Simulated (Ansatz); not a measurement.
`FB(S)Cl` + H₂ → `SBCl` + H–F  (hydrogenolysis of a B–F bond)

Calculated with Ansatz (gas phase, PBE0-D4/def2-TZVP geometries, no zero-point term in ΔE). CCSD(T)/CBS is the MP2 limit (def2-TZVPP, def2-QZVPP) plus CCSD(T) − MP2 in def2-TZVPP, frozen cores. This one scheme is used for every species. Functionals use def2-TZVPP. HSE06 is defined as in plane-wave codes. One conformer a species, not always the lowest.

| level | ΔE (kJ/mol) |
| --- | --- |
| BHLYP-D4 | 108.6 |
| CAM-B3LYP-D4 | 112.0 |
| r2SCANh | 113.5 |
| HSE06 | 102.2 |

(1) What does CCSD(T)/CBS give? (Estimate.)

Largest T1 diagnostic among the species: 0.013.

## Answers

(1) Ansatz gave: +100.2 kJ/mol. The listed levels differ from it by 8.4, 11.8, 13.3, 2.0 kJ/mol.

Leaving LDA and LC-ωPBE aside and taking each functional with its dispersion term where it has one, the values, not all of them listed here, spread over 14.9 kJ/mol, from PBE-QIDH to B97M-V. LDA lies +6.9 kJ/mol from PBE without D4. From PBE to PBE0 (25 % exact exchange), in def2-TZVPP and without D4, ΔE moves by −3.3 kJ/mol. At CCSD(T), def2-SVP lies +19.8 kJ/mol from the extrapolated value and def2-TZVPP +3.3 kJ/mol.
